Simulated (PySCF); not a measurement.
## V⁺: excitation energy

V⁺ [Ar] 3d4 (5D) → V⁺ [Ar] 3d3 4s1, s spin flipped, as a difference of total energies. Computed with PySCF 2.14 in aug-cc-pVDZ (7s6p4d2f, 59 functions), with the non-relativistic Hamiltonian (point nucleus). Correlated levels: valence: [Ar] frozen. The calculations carry no spin-orbit coupling.

| method | excitation energy (cm⁻¹) |
| --- | --- |
| UHF | 3941.8 |
| LDA | 13749 |
| PBE | 13086 |
| MN15 | 15149 |
| TPSSh | 11724 |
| BP86 | 12190 |
| MP2 (valence) | 6960.3 |
| SCS-MP2 (valence) | 2889.5 |

Task: How much does correlation contribute at MP2 (valence)?

Result: 6960.3 − (3941.8) = 3018.5 cm⁻¹, measured against UHF.

The upper determinant mixes two multiplicities, so it lies between the two terms.
